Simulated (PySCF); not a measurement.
# AsH₃ + 3 F₂ → AsF₃ + 3 HF

Level: PBE in the def2-TZVP basis family, all electrons, no relativity, computed in PySCF with density fitting; open shells unrestricted.

```json
{"species": "AsH₃", "state and structure": "singlet, C3v, As–H 1.536 Å (×3); H–As–H 91.1° (×3)", "E (Eh)": "-2237.31677", "ZPE (kJ/mol)": "55.4", "H(298 K) − H(0) (kJ/mol)": "10.3", "S° (J/(mol K))": "223.3"}
{"species": "F₂", "state and structure": "singlet, D∞h, F–F 1.413 Å", "E (Eh)": "-199.42304", "ZPE (kJ/mol)": "6.0", "H(298 K) − H(0) (kJ/mol)": "8.8", "S° (J/(mol K))": "202.5"}
{"species": "AsF₃", "state and structure": "singlet, C3v, As–F 1.746 Å (×3); F–As–F 96.4° (×3)", "E (Eh)": "-2535.02108", "ZPE (kJ/mol)": "16.6", "H(298 K) − H(0) (kJ/mol)": "14.6", "S° (J/(mol K))": "292.1"}
{"species": "HF", "state and structure": "singlet, C∞v, H–F 0.932 Å", "E (Eh)": "-100.39132", "ZPE (kJ/mol)": "23.8", "H(298 K) − H(0) (kJ/mol)": "8.7", "S° (J/(mol K))": "173.9"}
```

Question: What is the electronic reaction energy?

Answer: At PBE/def2-TZVP, ΔE = -1599.3 kJ/mol from the differences of the total energies times 2625.5, downhill. 

Question: Add zero-point, thermal and entropy terms for 298.15 K and 1 bar.

Answer: ΔZPE = 14.6 and Δ[H(298) − H(0)] = 4.0 kJ/mol give ΔH° = -1580.7 kJ/mol. ΔS° = -17.0 J/(mol K), so ΔG° = -1580.7 − 298.15 × (-0.0170) = -1576 kJ/mol.

Each species is the lowest minimum found with this bonding; other isomers or fragments can lie lower.
